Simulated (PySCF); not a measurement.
Correlation energy of Cd²⁺ (cadmium, charge +2)

[Kr] 4d9 5s1, high-spin 3D determinant (an excited configuration). Computed with PySCF 2.14 in def2-TZVPPD with the def2 core potential (28 electrons) (6s4p3d2f1g, 56 functions), with a scalar-relativistic core potential. Frozen: 4s2 4p6; 10 electrons correlated.

```
  level  correlation energy (mhartree)
   CCSD                        -307.58
    (T)                          -7.44
CCSD(T)                        -315.02
```

Diagnostics: T1 = 0.0054, D1 = 0.0237, largest double amplitude 0.026.

Q: Is a single reference adequate?

A: Yes, within this model without spin-orbit coupling: T1 lies below 0.03 and no double amplitude reaches 0.07.
